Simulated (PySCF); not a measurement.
C5H3Cl, SMILES C#CC=C=CCl. Geometry optimised at PBE-D3(BJ)/def2-SVP. The structure was generated by enumeration, and PubChem lists no compound with its InChIKey, so it may never have been made.

Computed equilibrium geometry at PBE-D3(BJ)/def2-SVP (PySCF confirms it by a frequency run) as bond lengths and angles:
Atoms: C1 C2 C3 C4 C5 Cl6 H7 H8 H9. Bonded distances (Å): C1–C2 1.226, C1–H7 1.081, C2–C3 1.424, C3–C4 1.331, C3–H8 1.109, C4–C5 1.313, C5–Cl6 1.752, C5–H9 1.103. Bond angles (°): C2–C1–H7 179.3, C1–C2–C3 178.2, C2–C3–C4 124.8, C2–C3–H8 116.7, C4–C3–H8 118.4, C3–C4–C5 179.2, C4–C5–Cl6 123.4, C4–C5–H9 123.1, Cl6–C5–H9 113.4.
